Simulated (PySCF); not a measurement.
**Question.** What does the PBE0-D3(BJ)/def2-SVP structure of `C(F)(F)([Si@H](F)C#C)F` look like in three dimensions?

**Answer.** 
```
atom  x, y, z in Å
C1     2.6296   -0.1937    0.1980
C2     1.4866    0.2215    0.2072
Si3   -0.2284    0.8119    0.2355
F4    -0.4287    2.0149   -0.8268
C5    -1.3779   -0.6229   -0.3310
F6    -2.6578   -0.2274   -0.3704
F7    -1.3003   -1.6473    0.5316
F8    -1.0604   -1.0877   -1.5429
H9     3.6415   -0.5609    0.1883
H10   -0.6535    1.2707    1.5763
```

Any rigid rotation of these coordinates is as good. Atoms count from 1 in this order. The C–Si distances run from 1.814 Å (C2–Si3, drawn single) to 1.924 Å (Si3–C5, drawn single), a spread of 0.110 Å. Si3 (fluorine-bound silicon) is tetrahedral (angles from 106.7° to 112.8°).

Bonds between heavy atoms (Å): C1≡C2 1.216, C2–Si3 1.814, Si3–F4 1.617, Si3–C5 1.924, C5–F6 1.340, C5–F7 1.341, C5–F8 1.336.

Computed with PySCF 2.14.0, PBE0-D3(BJ)/def2-SVP geometry optimisation, gas phase.

Point group: C1 (no symmetry element, even within 0.4 Å). PBE0-D3(BJ)/def2-SVP frequencies: not computed here.
